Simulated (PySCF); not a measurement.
C₅H₈F₂O.
Numbering: `[CH3:1][O:2][CH2:3]/[CH:4]=[CH:5]\[CH:6]([F:7])[F:8]` (hydrogens: H9, H10, H11 on C1; H12, H13 on C3; H14 on C4; H15 on C5; H16 on C6)

Structure used (GFN2-xTB), in Å, numbered top down from 1:
```
atom  x, y, z in Å
C1     2.813    0.522    0.105
O2     1.810   -0.432    0.337
C3     0.511    0.080    0.165
C4    -0.477   -0.992    0.490
C5    -1.761   -0.973    0.168
C6    -2.405    0.146   -0.594
F7    -2.213    1.352    0.010
F8    -3.745   -0.027   -0.667
H9     2.723    1.371    0.795
H10    3.764    0.019    0.270
H11    2.773    0.901   -0.924
H12    0.373    0.442   -0.868
H13    0.349    0.943    0.834
H14   -0.062   -1.822    1.041
H15   -2.434   -1.766    0.454
H16   -2.026    0.245   -1.628
```

Level of theory: CAM-B3LYP/def2-SVPD in PySCF (dipole) on a GFN2-xTB geometry, gas phase.

Masses are those of the commonest isotopes; rigid-rotor values at the optimised geometry. The values belong to one conformer with, in the numbering `[CH3:1][O:2][CH2:3]/[CH:4]=[CH:5]\[CH:6]([F:7])[F:8]`, C1–O2–C3–C4 -178°, O2–C3–C4–C5 -164°, C4–C5–C6–F7 -55°.

**Question.** What are A, B and C (MHz)?

**Answer.** Ia = 90.20, Ib = 609.72, Ic = 671.67 u·Å²; 505379 MHz·u·Å²/I gives A = 5603, B = 828.9, C = 752.4 MHz.

**Question.** What kind of rotor is it?

**Answer.** A near-prolate asymmetric top; Ray's κ = -0.968.

**Question.** What does the inertial defect say?

**Answer.** Not planar: Δ = Ic − Ia − Ib = -28.26 u·Å². For a rigid frame Δ = −2 Σ m c², so Σ m c² = 14.13 u·Å² lies off the ab plane: 5.82 from hydrogen and 8.31 from heavier atoms. The atom farthest from that plane is 1.38 Å away.

**Question.** Give the other two planar moments, Paa and Pbb, and the rms extents of the mass along the axes.

**Answer.** Paa = Σ m a² = (Ib + Ic − Ia)/2 = 595.59 and Pbb = Σ m b² = (Ia + Ic − Ib)/2 = 76.07 u·Å². With the mass M = 122.05 u, the rms extents √(P/M) along a, b and c are 2.21, 0.79, 0.34 Å.

**Question.** Which types of transition are allowed, and where do some lines up to J = 5 fall?

**Answer.** The dipole components are |μa| = 1.94 D, |μb| = 0.09 D, |μc| = 0.89 D. The squared components, which scale the intensities, stand as 1.00 : 0.00 : 0.21 (a : b : c). Some lines, for components of 0.1 D or more:

| type | branch | J(Ka,Kc) | MHz | lower level (cm⁻¹) |
| --- | --- | --- | --- | --- |
| a | Q | 4(1,3) ← 4(1,4) | 764 | 0.675 |
| a | R | 2(1,2) ← 1(1,1) | 3086 | 0.212 |
| c | Q | 2(1,2) ← 2(0,2) | 4698 | 0.158 |
| c | Q | 1(1,1) ← 1(0,1) | 4774 | 0.053 |
| a | R | 4(2,3) ← 3(2,2) | 6324 | 0.959 |
| a | R | 4(3,2) ← 3(3,1) | 6327 | 1.761 |
| a | R | 4(3,1) ← 3(3,0) | 6327 | 1.761 |
| c | R | 1(1,0) ← 0(0,0) | 6431 | 0.000 |
| a | R | 5(1,5) ← 4(1,4) | 7711 | 0.675 |
| a | R | 5(4,2) ← 4(4,1) | 7908 | 3.096 |
| a | R | 5(4,1) ← 4(4,0) | 7908 | 3.096 |
| a | R | 5(1,4) ← 4(1,3) | 8093 | 0.701 |
| c | R | 5(1,4) ← 4(0,4) | 13299 | 0.527 |
| c | R | 4(2,2) ← 3(1,2) | 20545 | 0.485 |
| c | Q | 3(3,1) ← 3(2,1) | 24056 | 0.959 |
| c | R | 3(3,1) ← 2(2,1) | 28804 | 0.800 |
| c | R | 4(3,2) ← 3(2,2) | 30387 | 0.959 |
| c | R | 5(3,3) ← 4(2,3) | 31973 | 1.169 |
| c | Q | 4(4,1) ← 4(3,1) | 33682 | 1.972 |
| c | R | 4(4,1) ← 3(3,1) | 40009 | 1.761 |

**Question.** Estimate the classical rotational partition function at 10 K, 100 K and 500 K.

**Answer.** Point group C1, symmetry number σ = 1; q = (√π/σ)·√((kT/h)³/(ABC)), k/h = 20836.6 MHz/K: 2850 at 10 K, 90200 at 100 K, 1010000 at 500 K.

GFN2-xTB frequencies: not computed here. No vibrational averaging or centrifugal distortion is included, and the geometry carries the error of its method. A rigid rotor knows nothing of internal rotation, which can split or shift real lines.
